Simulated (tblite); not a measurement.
Compound: C₃H₁₁GeSi (doublet state).
Bonds: C1–C2, C2–Si3, Si3–C4, C4–Ge5. Hydrogens: H6, H7 on C1; H8, H9 on C2; H10, H11 on Si3; H12, H13 on C4; H14, H15, H16 on Ge5.

Computed with GFN2-xTB (tblite), gas phase: L-BFGS steps from a force-field or distance-geometry start until the largest atomic force falls under 0.01 eV/Å.

Step 3: E = -423.3362 eV
```
atom  x, y, z in Å  |  force x, y, z in eV/Å
C1     -2.3666   -0.0265    0.7942    0.008  -0.214   0.012
C2     -1.8373    0.2564   -0.5362    0.212  -0.292  -0.451
Si3    -0.1357   -0.4681   -0.9507    0.071  -0.050   0.320
C4      0.9935   -0.5999    0.5827   -0.009   0.391  -0.550
Ge5     2.4610    0.7105    0.3507   -0.162  -0.306   0.112
H6     -1.9298   -0.8069    1.3787    0.167  -0.033   0.280
H7     -3.4196    0.0797    0.8732   -0.593   0.226   0.439
H8     -2.5656   -0.1912   -1.2264    0.041   0.221  -0.315
H9     -1.8180    1.3173   -0.7794   -0.227   0.211   0.131
H10     0.4913    0.4528   -1.8896   -0.010   0.008  -0.373
H11    -0.2992   -1.7908   -1.5414    0.004  -0.216  -0.116
H12     0.4530   -0.4547    1.5102    0.034   0.051   0.051
H13     1.4168   -1.5889    0.5806    0.162  -0.347   0.194
H14     3.7586   -0.0050    0.1053   -0.010   0.109   0.022
H15     2.1876    1.5827   -0.8421    0.190   0.074   0.204
H16     2.6025    1.5415    1.5786    0.124   0.167   0.039
```

Step 4: E = -423.3947 eV
```
atom  x, y, z in Å  |  force x, y, z in eV/Å
C1     -2.3876   -0.0598    0.7708   -0.040  -0.033   0.210
C2     -1.8312    0.2531   -0.5431   -0.028  -0.183  -0.295
Si3    -0.1272   -0.4746   -0.9581   -0.001  -0.025   0.219
C4      1.0056   -0.5954    0.5764   -0.118   0.077  -0.354
Ge5     2.4666    0.7138    0.3576   -0.262  -0.437   0.096
H6     -1.9229   -0.7941    1.3909    0.112  -0.064   0.230
H7     -3.4370    0.0959    0.9081   -0.207   0.143   0.222
H8     -2.5611   -0.1730   -1.2362   -0.009   0.072  -0.503
H9     -1.8362    1.3216   -0.7747   -0.091   0.111   0.203
H10     0.4889    0.4519   -1.9107   -0.046  -0.081  -0.261
H11    -0.2994   -1.8059   -1.5488    0.035  -0.065  -0.039
H12     0.4588   -0.4529    1.5073    0.083   0.073  -0.096
H13     1.4179   -1.5984    0.5920    0.114  -0.075   0.136
H14     3.7475    0.0054    0.1079    0.208  -0.011  -0.003
H15     2.2019    1.5789   -0.8190    0.113   0.222  -0.019
H16     2.6079    1.5425    1.5680    0.134   0.276   0.253
```

Problem. Estimate the geometry and energy of step 5. (The exact step hangs on the optimiser's Hessian estimate; all steps are aligned on step 4, rigid shifts and turns removed.)

Solution. E = -423.4236 eV, largest force 0.534 eV/Å
```
atom  x, y, z in Å  |  force x, y, z in eV/Å
C1     -2.4011   -0.0796    0.7609   -0.045   0.036   0.181
C2     -1.8295    0.2493   -0.5505   -0.238  -0.092  -0.057
Si3    -0.1225   -0.4787   -0.9602   -0.084  -0.002   0.022
C4      1.0106   -0.5936    0.5688   -0.159  -0.165  -0.123
Ge5     2.4656    0.7087    0.3631   -0.183  -0.289   0.095
H6     -1.9176   -0.7874    1.4013    0.035  -0.012   0.150
H7     -3.4480    0.1072    0.9311    0.078   0.075   0.089
H8     -2.5588   -0.1618   -1.2505   -0.010   0.008  -0.534
H9     -1.8477    1.3251   -0.7684   -0.008  -0.008   0.237
H10     0.4865    0.4496   -1.9265   -0.078  -0.153  -0.162
H11    -0.2988   -1.8150   -1.5534    0.055   0.026   0.013
H12     0.4638   -0.4506    1.5032    0.088   0.083  -0.169
H13     1.4199   -1.6035    0.6005    0.070   0.078   0.080
H14     3.7452    0.0107    0.1093    0.283  -0.067  -0.006
H15     2.2118    1.5806   -0.8066    0.078   0.243  -0.076
H16     2.6132    1.5478    1.5666    0.116   0.240   0.261
```

The energy changes by -0.0290 eV. The first-order estimate −F·Δx gives -0.0396 eV and the mean of the old and new forces, exact on a quadratic surface, -0.0290 eV. The step makes an angle of 56° with the force vector and moves no atom by more than 0.028 Å.

What follows is the cost of the whole relaxation. The run took 1.1 s of wall time on an Arm Neoverse V2 with one thread, shared host with 96 logical CPUs at a one-minute load of 44.
